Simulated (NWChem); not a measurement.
System meant: NbCl4, doublet; SMILES [Cl][Nb]([Cl])([Cl])[Cl]

Here is an NWChem input.

```
start job
memory heap 200 mb stack 900 mb global 1100 mb
geometry units angstroms noautoz
  Nb    -0.000999     0.000425    -0.000039
  Cl     1.627301    -0.602683    -1.474526
  Cl     0.578353     0.531021     2.137925
  Cl    -0.882031     1.915320    -0.863672
  Cl    -1.322630    -1.844087     0.200308
end
basis spherical
  * library def2-svp
end
ecp
  Nb library def2-ecp
end
dft
  odft
  mult 2
  xc pbe0
  iterations 4
  mulliken
end
task dft energy
```

End of the output:

```
     --------------------------
     Expectation value of S2:
     --------------------------
      <S2> =      0.7528 (Exact =     0.7500)

 center of mass
 --------------
 x =   0.00000000 y =   0.00000000 z =  -0.00005312

 moments of inertia (a.u.)
 ------------------
        1630.157762588370           0.000037527691           0.000000000000
           0.000037527691        1624.502015520425           0.000000000000
           0.000000000000           0.000000000000        1929.002765841858

     Multipole analysis of the density
     ---------------------------------

     L   x y z        total         alpha         beta         nuclear
     -   - - -        -----         -----         ----         -------
     0   0 0 0     -0.000000    -41.000000    -40.000000     81.000000

     1   1 0 0     -0.000000     -0.000000     -0.000000      0.000000
     1   0 1 0     -0.000000     -0.000000      0.000000      0.000000
     1   0 0 1     -0.002654     -0.021005     -0.022054      0.040405

     2   2 0 0    -55.250345   -262.245024   -260.519970    467.514650
     2   1 1 0     -0.001077     -0.003211      0.002152     -0.000018
     2   1 0 1      0.000000      0.000000      0.000000      0.000000
     2   0 2 0    -55.266917   -263.633703   -261.897389    470.264174
     2   0 1 1      0.000000     -0.000000      0.000000      0.000000
     2   0 0 2    -54.638993   -189.836521   -187.034467    322.231994

 ------------------------------------------------------------------------
 dft energy failed                                                                                  0
 ------------------------------------------------------------------------
 ------------------------------------------------------------------------
  current input line :
    23: task dft energy
 ------------------------------------------------------------------------
 ------------------------------------------------------------------------
 This type of error is most commonly associated with calculations not reaching convergence criteria
 ------------------------------------------------------------------------
 For more information see the NWChem manual at https://nwchemgit.github.io

0:dft energy failed:Received an Error in Communication
```

Problem. Find the fault in this run and fix the input.

Solution. Convergence was not reached. Cause: the SCF was allowed too few iterations. This input runs:
```
start job
memory heap 200 mb stack 900 mb global 1100 mb
geometry units angstroms noautoz
  Nb    -0.000999     0.000425    -0.000039
  Cl     1.627301    -0.602683    -1.474526
  Cl     0.578353     0.531021     2.137925
  Cl    -0.882031     1.915320    -0.863672
  Cl    -1.322630    -1.844087     0.200308
end
basis spherical
  * library def2-svp
end
ecp
  Nb library def2-ecp
end
dft
  odft
  mult 2
  xc pbe0
  iterations 150
  mulliken
end
task dft energy
```
It converges to -1896.82233 Ha (PBE0/def2-SVP with def2 effective core potentials on Nb, spin-unrestricted).
